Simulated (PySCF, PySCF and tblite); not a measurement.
A run on one conformer of C5H12FNSi2, numbered as in [F:1][C@H:2]1[CH2:3][SiH2:4][N:5]([CH:6]2[CH2:7][CH2:8]2)[SiH2:9]1, from an ensemble study. The sound level was PBE0/pcSseg-1 on GFN2-xTB geometries.

Input:

```
{"job": {"xc": "PBE0", "basis": "pcSseg-1", "scf": {"max_cycle": 3}, "kind": "nmr", "pop": false}, "charge": 0, "multiplicity": 1}
F      3.430701     0.783511     0.760226
C      2.381893     0.608428    -0.142555
C      2.336001    -0.836159    -0.619256
Si     0.584228    -1.190299    -1.252666
N     -0.264319     0.011763    -0.313795
C     -1.686905    -0.027739    -0.258375
C     -2.389523    -0.541549     0.965697
C     -2.474221     0.910983     0.596395
Si     0.702687     1.083100     0.646618
H      2.625321     1.275168    -0.976812
H      3.110451    -1.036789    -1.358750
H      2.549388    -1.476852     0.237642
H      0.119776    -2.542927    -0.929456
H      0.397861    -0.915734    -2.683720
H     -2.122686    -0.300553    -1.213797
H     -3.263726    -1.162157     0.843939
H     -1.773895    -0.802960     1.811670
H     -3.408152     1.290396     0.209819
H     -1.936226     1.615037     1.209344
H      0.376911     2.487836     0.384772
H      0.695512     0.784440     2.082587
```

Command: OMP_NUM_THREADS=1 python ens_run.py task.json out

Output:

```
final grid: 166952 points
cycle   1  E = -930.5529290596  dE =  1.193e+00  |g| = 6.255e-01  |ddm| = 4.181e+00
cycle   2  E = -930.5024629374  dE =  5.047e-02  |g| = 8.359e-01  |ddm| = 1.216e+00
cycle   3  E = -930.6312178181  dE = -1.288e-01  |g| = 8.435e-02  |ddm| = 7.584e-01
SCF not converged, last energy = -930.6312178181
```

**Question.** What is wrong with this calculation?

**Answer.** The setting at fault: too few SCF cycles. No converged result was reached.
